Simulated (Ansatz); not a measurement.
Problem. Predict a relaxed structure of `CCC(C)CC(C)CC(C)C`, charge 0, singlet, at PBE-D4/def2-SVP (Ansatz).

Solution. 
Cartesian coordinates in Å:
```
C -2.810 -2.424 -1.478
C -2.531 -2.236 0.015
C -1.283 -1.398 0.357
C -1.023 -1.426 1.869
C -1.405 0.040 -0.182
C -0.243 1.010 0.108
C -0.583 2.402 -0.439
C 1.091 0.478 -0.449
C 2.344 1.344 -0.214
C 2.604 1.599 1.276
C 3.565 0.695 -0.878
H -3.666 -3.109 -1.642
H -1.931 -2.859 -2.000
H -3.056 -1.468 -1.984
H -2.417 -3.236 0.489
H -3.417 -1.772 0.507
H -0.418 -1.888 -0.148
H -1.834 -0.904 2.420
H -0.982 -2.468 2.247
H -0.067 -0.937 2.142
H -1.553 0.005 -1.285
H -2.341 0.483 0.231
H -0.146 1.100 1.213
H -0.640 2.389 -1.549
H -1.566 2.750 -0.061
H 0.170 3.165 -0.154
H 0.970 0.316 -1.545
H 1.291 -0.529 -0.020
H 2.182 2.330 -0.707
H 3.531 2.191 1.425
H 2.729 0.641 1.825
H 1.776 2.154 1.760
H 3.787 -0.292 -0.419
H 3.399 0.528 -1.962
H 4.472 1.325 -0.767
```
 This is one stationary point.
